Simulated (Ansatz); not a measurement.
ClH5O2Si2 can be A, `O[SiH2][SiH](O)Cl`, or B, `O[SiH](O)[SiH2]Cl`.

Program: Ansatz. Geometries: PBE0-D4/def2-TZVP. ΔE: electronic, gas phase. CCSD(T)/CBS is the MP2 limit (def2-TZVPP, def2-QZVPP) plus CCSD(T) − MP2 in def2-TZVPP, frozen cores. DFT in def2-TZVPP. B3LYP here is the variant with VWN-RPA as its local correlation; programs differ in this. One conformer a species, not always the lowest.

Task: Which isomer does CCSD(T)/CBS put lower? Give the gap. (An estimate is asked.)

Result: Ansatz gave: B, by 13.4 kJ/mol.

Task: Give E(B) − E(A) in kJ/mol with CCSD/def2-TZVPP, PBE-D4, B3LYP-D4, MP2/def2-TZVPP, r2SCAN-D4, B3LYP, ωB97M-V. (Estimate.)

Result: Ansatz gave: CCSD/def2-TZVPP -13.2, PBE-D4 -12.3, B3LYP-D4 -12.2, MP2/def2-TZVPP -12.7, r2SCAN-D4 -12.4, B3LYP -11.9, ωB97M-V -12.8. None reverses the order clearly.

Largest T1 diagnostic: 0.012.
